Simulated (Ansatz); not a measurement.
Harmonic frequencies (cm⁻¹) at PBE0-D4/def2-TZVP from Ansatz: 233, 755, 904.

Question: Which molecule is it?
A. `[O]B(Cl)Cl`•
B. `F[B]Cl`•
C. `[F][Al][F]`•
D. `[F][SbH]`•

Answer: C.
